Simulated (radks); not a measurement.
Problem. The mean radii <r> (bohr) of the occupied orbitals of an atom or ion are listed with their occupations. Calculated with a radial shooting solver on a logarithmic mesh with Libxc functionals: Dirac Kohn-Sham, PBEsol, spin-unpolarised, spherical densities, finite nucleus; Fermi nuclear charge, rms radius of each element as measured or else 0.836 A^(1/3) + 0.57 fm.

orbital  occ.     <r>
1s1/2       2  0.5815
4s1/2       1   18.21

Name the element and its charge. Open shells, if any, fill j = l - 1/2 first.

Solution. Z = 3, lithium, charge 0: Li in [He] 4s1. The 1s radius gives Z: for a bare nucleus <r> = (2 gamma + 1)/(2Z) with gamma = sqrt(1 - (Z/c)^2), 0.4999 bohr for Z = 3, and screening makes it slightly larger (0.5815 here). The occupations add up to 3, and the charge is Z minus that.
